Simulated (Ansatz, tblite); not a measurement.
Cost and result up the ladder for the cluster Sn₄Se₄ (8 atoms). Charge 0, multiplicity 1. Geometry: PBE-D4/def2-SVP.

```xyz
8

Sn   -1.074    2.081   -0.265
Sn   -1.564   -1.604    0.732
Sn    0.915   -0.680   -2.063
Sn    1.723    0.203    1.595
Se   -0.953    0.708    2.147
Se    1.119   -2.167    0.276
Se   -1.794   -0.211   -1.661
Se    1.628    1.670   -0.762
```

Ansatz on 4 threads of Arm Neoverse V1 on a shared host; xTB runs through tblite on one thread. Times are rough, summed over both states, and most runs start from the orbitals of an earlier one. PBE0-D4/def2-SVP serves as the yardstick here, not as an exact answer. Differences are given only for rows in sets of like size (and for xTB, whose basis is part of the method), since another set adds its own error. The other state is a quintet at its own geometry.

In the def2 sets Sn takes a core potential, while STO-3G treats all electrons; there is no spin–orbit coupling. The xTB rows come from tblite. Correlated methods freeze 52 core orbitals; core or outer-core shells of Sn, Se are correlated, in sets that lack core-valence functions. The structure comes from a short search, and lower isomers may exist.

Correlated methods converge slowly with the basis, most of all in double-zeta sets.

xTB has no spin-polarisation term.

| level | functions | wall time |
| --- | --- | --- |
| GFN1-xTB | 72 | 0.025 s |
| GFN2-xTB | 72 | 0.039 s |
| PBE-D4/def2-SVP | 232 | 23 s |
| PBE0-D4/def2-SVP | 232 | 58 s |
| HF/STO-3G | 180 | 64 s |
| MP2/def2-SVP | 232 | 85 s |

Q: Estimate what each level gives for the quintet − singlet (eV).

A: 
```json
{"level": "GFN1-xTB", "quintet − singlet (eV)": "6.06", "difference from PBE0-D4/def2-SVP (eV)": "1.63"}
{"level": "GFN2-xTB", "quintet − singlet (eV)": "5.59", "difference from PBE0-D4/def2-SVP (eV)": "1.16"}
{"level": "PBE-D4/def2-SVP", "quintet − singlet (eV)": "3.94", "difference from PBE0-D4/def2-SVP (eV)": "-0.49"}
{"level": "PBE0-D4/def2-SVP", "quintet − singlet (eV)": "4.42", "difference from PBE0-D4/def2-SVP (eV)": "0.00"}
{"level": "HF/STO-3G", "quintet − singlet (eV)": "6.38", "difference from PBE0-D4/def2-SVP (eV)": "–"}
{"level": "MP2/def2-SVP", "quintet − singlet (eV)": "4.76", "difference from PBE0-D4/def2-SVP (eV)": "0.34"}
```
